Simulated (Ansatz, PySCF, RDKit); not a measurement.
Pair of molecules: SiH4 (SMILES [SiH4]) (first 5 atoms) with C2H3N (SMILES CC#N); geometry from B3LYP-D3(BJ)/def2-TZVP, rigid monomers moved along the line of their centres of mass till Si1···C7 is 3.22 Å.
(charge 0, multiplicity 1):
```tsv
atom	x (Å)	y (Å)	z (Å)
Si	0.1832	0.1384	0.1081
H	-0.2148	0.1674	-1.3192
H	-0.2366	-1.1559	0.6927
H	-0.5145	1.2348	0.8186
H	1.6453	0.3029	0.2248
C	-1.3820	-0.0827	3.4548
C	0.0630	-0.0024	3.3215
N	1.2046	0.0613	3.2034
H	-1.8199	0.9130	3.3841
H	-1.7927	-0.7038	2.6586
H	-1.6486	-0.5190	4.4175
```

Monomers are frozen at their geometry in the pair; levels with a basis set take the counterpoise correction. Rows marked so take none. RDKit's UFF carries no charges.

Rows in 6-31G*, STO-3G carry no dispersion term and start afresh at each structure (6-31G* with six Cartesian d functions).

Run with Ansatz (a program for electronic structure); PySCF for 6-31G* rows, STO-3G rows, the dispersion terms; RDKit for the force fields. Values without a source in brackets are computed.

Q: One of these levels gives 7.1 kJ/mol for the interaction energy. Which one is it?
(A) UFF
(B) PBE-D3(BJ)/def2-TZVPPD
(C) HF/STO-3G (no counterpoise)
(D) M06-2X/6-31G* (no counterpoise)

A: A, UFF. The others give 11.8 (HF/STO-3G (no counterpoise)), -4.7 (PBE-D3(BJ)/def2-TZVPPD), -9.0 (M06-2X/6-31G* (no counterpoise))
